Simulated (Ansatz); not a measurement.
Compare A (`N=C([SiH3])[SiH3]`) with its isomer B (`C1N[SiH2][SiH2]1`).

Calculated with Ansatz (gas phase, PBE0-D4/def2-TZVP geometries, no zero-point term in ΔE). CCSD(T)/CBS is the MP2 limit (def2-TZVPP, def2-QZVPP) plus CCSD(T) − MP2 in def2-TZVPP, frozen cores. DFT in def2-TZVPP. B3LYP here is the variant with VWN-RPA as its local correlation; programs differ in this. One conformer a species, not always the lowest.

Problem. Which isomer does CCSD(T)/CBS put lower? Give the gap. (An estimate is asked.)

Solution. Ansatz gave: B, by 88.5 kJ/mol.

Problem. Give E(B) − E(A) in kJ/mol with B3LYP, ωB97M-V, MP2/def2-TZVPP, PBE-D4, B2PLYP, PBE0-D4, BLYP-D4. (Best estimate.)

Solution. Computed: B3LYP -77.3, ωB97M-V -91.3, MP2/def2-TZVPP -93.4, PBE-D4 -96.3, B2PLYP -81.3, PBE0-D4 -108.9, BLYP-D4 -65.0. None reverses the order clearly.

Problem. Does the order hold for the free energy at 298.15 K (harmonic terms from PBE0-D4)? (An estimate is asked.)

Solution. The calculation gave: Yes: G(B) − G(A) = -62.9 kJ/mol, for one conformer each. Modes under 60 cm⁻¹, often nearly free rotors, make the harmonic entropy too high.

Largest T1 diagnostic: 0.013.

From BLYP to BHLYP (50 % exact exchange), in def2-TZVPP and without D4, E(B) − E(A) moves by −25.2 kJ/mol. In def2-TZVPP, CCSD(T) changes the Hartree–Fock value by −13.3 kJ/mol (the triples alone add +2.4 kJ/mol) and MP2 by −24.9 kJ/mol.
